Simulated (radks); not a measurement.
Results of a calculation; reference values are marked as such.
Problem. Code: a radial shooting solver on a logarithmic mesh with Libxc functionals. Model: non-relativistic Kohn-Sham, LDA (Slater exchange, Perdew-Wang correlation), spin-unpolarised, spherical densities, point nucleus. Response by self-consistent Sternheimer equations with the Hartree and adiabatic LDA kernel. For heavy and open-shell atoms this level of theory can miss by tens of per cent. Rank Mn+, Al+, Li+, P, Sc+ (NIST ground configurations) by static dipole polarisability, largest first.

Solution. Sc+ 53.33, P 30.54, Mn+ 28.32, Al+ 23.48, Li+ 0.2150 bohr^3.
